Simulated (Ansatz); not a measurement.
Cost and result for the atomization energy of `N=[C]1[CH2][GeH]1[OH]` (10 atoms, 10 bonds).

```xyz
10

N    -1.826   -1.138    0.574
C    -0.835   -0.428    0.284
C    -0.690    0.857   -0.486
Ge    0.964    0.300    0.422
O     2.335   -0.253   -0.561
H    -1.563   -1.927    1.164
H    -0.670    0.716   -1.569
H    -1.318    1.697   -0.194
H     1.540    1.013    1.641
H     2.062   -0.835   -1.275
```

Charge 0, multiplicity 1. Correlated methods include outer-core shells of Ge, which these sets cover unevenly. Scalar relativity is left out up to krypton. The geometry is a stationary point of PBE0-D4/def2-TZVP. It is one conformer, not always the lowest. Program: Ansatz. All runs use 4 threads of an Arm Neoverse V2 on a shared host. Times are those of one run each, without the atoms' runs, and a repeat can differ threefold. Electronic energies, without spin–orbit coupling; frozen cores. CCSD(T)/CBS adds CCSD(T) − MP2 in def2-TZVPP to the MP2 limit, and its time is that of the two runs behind it. T1 = 0.013. With those shells the extrapolation isn't a true limit. B3LYP takes the VWN-RPA correlation (the form of Gaussian; ORCA's B3LYP/G).

CCSD(T)/CBS is a level of theory with its own doubt, some kJ/mol a heavy atom from the limit and from the frozen cores, so smaller differences don't rank the functionals.

```json
{"level": "PBE-D4/def2-TZVPP (with forces)", "functions": "242", "wall time": "2 s", "atomization (kcal/mol)": "905.1", "difference from CCSD(T)/CBS": "29.9", "per bond": "3.0"}
{"level": "PBE0-D4/def2-TZVPP", "functions": "242", "wall time": "2.5 s", "atomization (kcal/mol)": "876.9", "difference from CCSD(T)/CBS": "1.7", "per bond": "0.2"}
{"level": "B3LYP-D4/def2-TZVPP (with forces)", "functions": "242", "wall time": "3.7 s", "atomization (kcal/mol)": "872.1", "difference from CCSD(T)/CBS": "-3.1", "per bond": "-0.3"}
{"level": "r2SCAN-D4/def2-TZVPP (with forces)", "functions": "242", "wall time": "3.7 s", "atomization (kcal/mol)": "876.8", "difference from CCSD(T)/CBS": "1.6", "per bond": "0.2"}
{"level": "B2PLYP/def2-TZVPP", "functions": "242", "wall time": "4.6 s", "atomization (kcal/mol)": "864.3", "difference from CCSD(T)/CBS": "-10.9", "per bond": "-1.1"}
{"level": "ωB97X-V/def2-TZVPP", "functions": "242", "wall time": "6 s", "atomization (kcal/mol)": "876.6", "difference from CCSD(T)/CBS": "1.4", "per bond": "0.1"}
{"level": "ωB97M-V/def2-TZVPP (with forces)", "functions": "242", "wall time": "9.5 s", "atomization (kcal/mol)": "873.9", "difference from CCSD(T)/CBS": "-1.3", "per bond": "-0.1"}
{"level": "MP2/def2-QZVPP", "functions": "467", "wall time": "19 s", "atomization (kcal/mol)": "884.8", "difference from CCSD(T)/CBS": "9.6", "per bond": "1.0"}
{"level": "CCSD(T)/def2-TZVPP", "functions": "242", "wall time": "2.6 min", "atomization (kcal/mol)": "849.7", "difference from CCSD(T)/CBS": "-25.5", "per bond": "-2.6"}
{"level": "CCSD(T)/CBS(def2)", "functions": "–", "wall time": "2.9 min", "atomization (kcal/mol)": "875.2", "difference from CCSD(T)/CBS": "0.0", "per bond": "0.0"}
```

The D4 term adds +7.6 kcal/mol with B3LYP and +3.9 kcal/mol with PBE0; it sums over pairs of atoms, weighted by their polarisabilities, and B3LYP, whose exchange is more repulsive, gets the larger term. In def2-TZVPP, CCSD(T) changes the Hartree–Fock value by +274.8 kcal/mol (the triples alone add +19.7 kcal/mol) and MP2 by +294.8 kcal/mol; breaking electron pairs costs correlation energy, which Hartree–Fock lacks. From PBE to PBE0 (25 % exact exchange), in def2-TZVPP and without D4, the atomization energy moves by −27.5 kcal/mol: exact exchange takes away binding that semilocal exchange gives to molecules.
